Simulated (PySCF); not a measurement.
C3S2, SMILES S=C=C=C=S. Atoms are numbered in the order given.

```xyz
5

S      0.0000     0.0000    -2.8402
C      0.0000     0.0000    -1.2831
C      0.0000     0.0000     0.0000
C      0.0000     0.0000     1.2831
S      0.0000     0.0000     2.8402
```

The structure is a stationary point at PBE0-D3(BJ)/def2-SVP.

Two levels are set side by side: PBE/pcJ-1 (PySCF) and PBE0/pcJ-1 (PySCF). One-bond couplings, all four terms, same geometry. Isotopes: 13C, 33S. Differences are taken from unrounded values.

```
quantity         PBE0
--------------  -----
¹J(C2,C3) (Hz)  184.5
¹J(C3,C4) (Hz)  184.5
```

Q: What does PBE give, and how far is it from PBE0? (Estimate from the structure and the level; the computed values follow.)

A: 
```tsv
quantity	PBE	PBE minus PBE0
¹J(C2,C3) (Hz)	179.1	-5.3
¹J(C3,C4) (Hz)	179.1	-5.3
```

Rough cost on one machine, each run with all the roots and properties that it gave: PBE0 against PBE about 2 times.
